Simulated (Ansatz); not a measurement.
Ansatz (an electronic-structure program) input (HF/LANL2DZ): The .json file is the Basis Set Exchange's LANL2DZ.

Ansatz 0.2 input:
```yaml
crystal:
  periodic: [false, false, false]
  atoms:
    - {symbol: Zn, position_ang: [-0.87174467, -0.03615657, 0.06869628]}
    - {symbol: Br, position_ang: [0.19900499, 1.69683935, -1.36015227]}
    - {symbol: Br, position_ang: [0.54820473, -1.66584801, 1.30126975]}
basis:
  gaussian:
    orbitals: LANL2DZ.json
hamiltonian:
  xc: {name: HF}
total_charge: -1
magnetization: {spin_polarized: true, initial_magnetization: 1}
relax: {f_tol: 0.003, max_steps: 120}
```

Predict the final energy.

-89.54730 Eh.
